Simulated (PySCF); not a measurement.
PySCF input for TiI3, SMILES [I][Ti+]([I])[I], charge +1, multiplicity 1, TDDFT-PBE/def2-SVPD. Geometry: r2SCAN-D4/def2-SVP. The multiplicity is an assumed one; other spin states were not compared. The isomer is the one that the SMILES or the coordinates give; other isomers of the formula were not compared. The def2 effective core potentials stand for the cores of I; spin–orbit coupling is left out.

```python
import numpy as np
from pyscf import gto, scf, dft, tdscf

mol = gto.M(
    atom='''
    Ti    0.00000000   -0.00000000    0.69218261
    I     2.03799919    1.17663938   -0.09577369
    I     0.00000000   -2.35327876   -0.09577369
    I    -2.03799920    1.17663938   -0.09577369
    ''',
    basis='def2-SVPD',
    ecp={'I': 'def2-svp'},
    charge=1,
    spin=0,
    symmetry=True,
    max_memory=1600,
    verbose=4,
)
mf = dft.RKS(mol, xc='pbe').density_fit(auxbasis='def2-universal-jkfit')
mf.grids.level = 3
mf.conv_tol = 1e-9
mf.max_cycle = 100
mf.kernel()
mf.grids = dft.Grids(mol).set(level=1).build(with_non0tab=True)  # coarser grid for the response kernel
td = tdscf.TDDFT(mf)
td.singlet = True
td.nstates = 10
td.conv_tol = 1e-4
td.positive_eig_threshold = 1e-6
td.kernel(x0=td.get_init_guess(mf, 15))
td.analyze()
tt = tdscf.TDA(mf)
tt.singlet = False
tt.nstates = 4
tt.conv_tol = 1e-4
tt.positive_eig_threshold = 1e-6
tt.kernel(x0=tt.get_init_guess(mf, 9))
tt.analyze(verbose=3)
```

Output:

```
PySCF version 2.14.0

[INPUT] verbose = 4
[INPUT] num. atoms = 4
[INPUT] num. electrons = 96
[INPUT] charge = 1
[INPUT] spin (= nelec alpha-beta = 2S) = 0
[INPUT] symmetry True subgroup None
[INPUT] Mole.unit = angstrom
[INPUT] Symbol           X                Y                Z      unit          X                Y                Z       unit  Magmom
[INPUT]  1 Ti     0.000000000000   0.000000000000   0.692182610000 AA    0.000000000000   0.000000000000   1.308035561087 Bohr   0.0
[INPUT]  2 I      2.037999190000   1.176639380000  -0.095773690000 AA    3.851260311185   2.223526175578  -0.180986044039 Bohr   0.0
[INPUT]  3 I      0.000000000000  -2.353278760000  -0.095773690000 AA    0.000000000000  -4.447052351156  -0.180986044039 Bohr   0.0
[INPUT]  4 I     -2.037999200000   1.176639380000  -0.095773690000 AA   -3.851260330083   2.223526175578  -0.180986044039 Bohr   0.0

nuclear repulsion = 595.260287647049
point group symmetry = C3v, use subgroup Cs
symmetry origin: [-5.53345229e-09  0.00000000e+00  7.41273786e-09]
symmetry axis x: [9.71088154e-10 1.00000000e+00 3.91731158e-18]
symmetry axis y: [-1.18524684e-10 -3.80221366e-18  1.00000000e+00]
symmetry axis z: [ 1.00000000e+00 -9.71088154e-10  1.18524684e-10]
num. orbitals of irrep A' = 82
num. orbitals of irrep A" = 57
number of shells = 51
number of NR pGTOs = 286
number of NR cGTOs = 139
basis = def2-SVPD
ecp = {'I': 'def2-svp'}


[settings echo left out]
init E= -1648.01213391172
HOMO (A') = -1.65405687018466  LUMO (A") = -1.29532480970455  gap/eV = 9.76160
cycle= 1 E= -1736.61246999044  delta_E= -88.6  |g|= 5.69  |ddm|= 17.7
HOMO (A') = -0.29798381112169  LUMO (A') = -0.215007550328582  gap/eV = 2.25790
cycle= 2 E= -1707.50540563693  delta_E= 29.1  |g|= 9.25  |ddm|= 27.9
HOMO (A") = -0.247821329382159  LUMO (A') = -0.128943020122306  gap/eV = 3.23484
cycle= 3 E= -1736.71999439709  delta_E= -29.2  |g|= 4.22  |ddm|= 24.6
HOMO (A') = -0.459452046378221  LUMO (A") = -0.44405290463602  gap/eV = 0.41903
cycle= 4 E= -1732.56451306714  delta_E= 4.16  |g|= 6.57  |ddm|= 8.78
HOMO (A') = -0.436084667957951  LUMO (A") = -0.430727736306853  gap/eV = 0.14577
cycle= 5 E= -1735.51314843805  delta_E= -2.95  |g|= 5.66  |ddm|= 1.15
HOMO (A") = -0.445603714602125  LUMO (A') = -0.40652419890706  gap/eV = 1.06341
cycle= 6 E= -1741.01711642432  delta_E= -5.5  |g|= 2.32  |ddm|= 2.86
HOMO (A") = -0.395002362606455  LUMO (A') = -0.326262339216318  gap/eV = 1.87051
cycle= 7 E= -1741.94482168831  delta_E= -0.928  |g|= 0.718  |ddm|= 2.06
HOMO (A") = -0.408482414471163  LUMO (A') = -0.388274204086314  gap/eV = 0.54989
cycle= 8 E= -1741.63423330159  delta_E= 0.311  |g|= 1.51  |ddm|=  1.6
HOMO (A") = -0.414143583379648  LUMO (A') = -0.369331028758318  gap/eV = 1.21941
cycle= 9 E= -1742.05195747575  delta_E= -0.418  |g|= 0.436  |ddm|= 0.678
HOMO (A") = -0.410848270167737  LUMO (A') = -0.354348669921745  gap/eV = 1.53743
cycle= 10 E= -1742.10010652641  delta_E= -0.0481  |g|= 0.0512  |ddm|= 0.386
HOMO (A") = -0.409066390948482  LUMO (A') = -0.355971211378356  gap/eV = 1.44479
cycle= 11 E= -1742.09972631091  delta_E= 0.00038  |g|= 0.0587  |ddm|= 0.132
HOMO (A") = -0.409086634763856  LUMO (A') = -0.355590873784267  gap/eV = 1.45569
cycle= 12 E= -1742.10074171545  delta_E= -0.00102  |g|= 0.0307  |ddm|= 0.0783
HOMO (A") = -0.409198700459477  LUMO (A') = -0.354352873328163  gap/eV = 1.49243
cycle= 13 E= -1742.1009565866  delta_E= -0.000215  |g|= 0.0114  |ddm|= 0.032
HOMO (A") = -0.409279731031294  LUMO (A') = -0.354831135492569  gap/eV = 1.48162
cycle= 14 E= -1742.10099101267  delta_E= -3.44e-05  |g|= 0.000846  |ddm|= 0.00967
HOMO (A") = -0.409279132526521  LUMO (A') = -0.354803754574649  gap/eV = 1.48235
cycle= 15 E= -1742.10099125529  delta_E= -2.43e-07  |g|= 6.34e-05  |ddm|= 0.00101
HOMO (A") = -0.409277636569684  LUMO (A') = -0.354804280233372  gap/eV = 1.48230
cycle= 16 E= -1742.10099125691  delta_E= -1.62e-09  |g|= 2.55e-05  |ddm|= 0.00013
HOMO (A") = -0.409278328271139  LUMO (A') = -0.354804159672008  gap/eV = 1.48232
cycle= 17 E= -1742.10099125706  delta_E= -1.54e-10  |g|= 8.43e-06  |ddm|= 2.07e-05
HOMO (A") = -0.409278090018834  LUMO (A') = -0.354800449393694  gap/eV = 1.48241
Extra cycle  E= -1742.10099125486  delta_E= 2.2e-09  |g|= 9.2e-05  |ddm|= 7.5e-05
converged SCF energy = -1742.10099125486
tot grids = 31536
Overwritten attributes  positive_eig_threshold  of <class 'pyscf.tdscf.rks.CasidaTDDFT'>


******** <class 'pyscf.tdscf.rks.CasidaTDDFT'> for <class 'pyscf.df.df_jk.DFSymAdaptedRKS'> ********
nstates = 10 singlet
deg_eia_thresh = 1.000e-03
wfnsym = None
conv_tol = 0.0001
eigh lindep = 1e-12
eigh level_shift = 0
eigh max_cycle = 100


Excitation energies (eV)
[1.50200387 1.8703073  1.87030896 2.15376332 2.15379379 2.44110313
 2.48664231 2.48667902 2.51171173 2.7181447 ]

** Singlet excitation energies and oscillator strengths **
Excited State   1:   A"      1.50200 eV    825.46 nm  f=0.0000
      48 -> 49        0.70659
Excited State   2:   A'      1.87031 eV    662.91 nm  f=0.0014
      46 -> 49       -0.12421
      48 -> 50        0.69212
Excited State   3:   A"      1.87031 eV    662.91 nm  f=0.0014
      47 -> 49        0.12421
      48 -> 51       -0.69212
Excited State   4:   A'      2.15376 eV    575.66 nm  f=0.0048
      46 -> 49        0.67376
      46 -> 51       -0.11455
      47 -> 50       -0.11457
      48 -> 50        0.10444
Excited State   5:   A"      2.15379 eV    575.65 nm  f=0.0048
      46 -> 50       -0.11458
      47 -> 49        0.67375
      47 -> 51        0.11458
      48 -> 51        0.10443
Excited State   6:   A"      2.44110 eV    507.90 nm  f=0.0000
      46 -> 50        0.49877
      47 -> 51        0.49854
Excited State   7:   A"      2.48664 eV    498.60 nm  f=0.0039
      43 -> 49        0.16307
      45 -> 50        0.16560
      46 -> 50        0.42501
      47 -> 49        0.10129
      47 -> 51       -0.42527
      48 -> 52       -0.25836
Excited State   8:   A'      2.48668 eV    498.59 nm  f=0.0039
      44 -> 49        0.16305
      45 -> 51        0.16563
      46 -> 49       -0.10128
      46 -> 51       -0.42462
      47 -> 50       -0.42567
      48 -> 53        0.25836
Excited State   9:   A'      2.51171 eV    493.62 nm  f=0.0045
      45 -> 49        0.39123
      46 -> 51       -0.41278
      47 -> 50        0.41169
Excited State  10:   A'      2.71814 eV    456.14 nm  f=0.0000
      43 -> 50       -0.24727
      44 -> 51       -0.24724
      45 -> 49        0.52050
      46 -> 51        0.22523
      47 -> 50       -0.22514

** Transition electric dipole moments (AU) **
state          X           Y           Z        Dip. S.      Osc.
  1         0.0000      0.0000      0.0000      0.0000      0.0000
  2        -0.0000     -0.1727      0.0000      0.0298      0.0014
  3        -0.1727     -0.0000     -0.0000      0.0298      0.0014
  4         0.0000     -0.3024      0.0000      0.0914      0.0048
  5         0.3023      0.0000      0.0000      0.0914      0.0048
  6         0.0001      0.0000     -0.0000      0.0000      0.0000
  7         0.2529     -0.0000     -0.0000      0.0640      0.0039
  8        -0.0000      0.2529     -0.0003      0.0640      0.0039
  9         0.0000      0.0003      0.2696      0.0727      0.0045
 10        -0.0000     -0.0000      0.0265      0.0007      0.0000

WARN: ECP detected. Skipping calculation of transition velocity and magnetic dipole moments, which have not yet been implemented.

Overwritten attributes  positive_eig_threshold  of <class 'pyscf.tdscf.rks.TDA'>


******** <class 'pyscf.tdscf.rks.TDA'> for <class 'pyscf.df.df_jk.DFSymAdaptedRKS'> ********
nstates = 4 triplet
deg_eia_thresh = 1.000e-03
wfnsym = None
conv_tol = 0.0001
eigh lindep = 1e-12
eigh level_shift = 0
eigh max_cycle = 100


Excitation energies (eV)
[1.46014743 1.73628747 1.73629321 1.93833518]

** Triplet excitation energies and oscillator strengths **
Excited State   1:   A"      1.46015 eV    849.12 nm  f=0.0000
Excited State   2:   A'      1.73629 eV    714.08 nm  f=0.0000
Excited State   3:   A"      1.73629 eV    714.07 nm  f=0.0000
Excited State   4:   A"      1.93834 eV    639.64 nm  f=0.0000
```

The run converged.

Cost: around 80 core-seconds (rough).
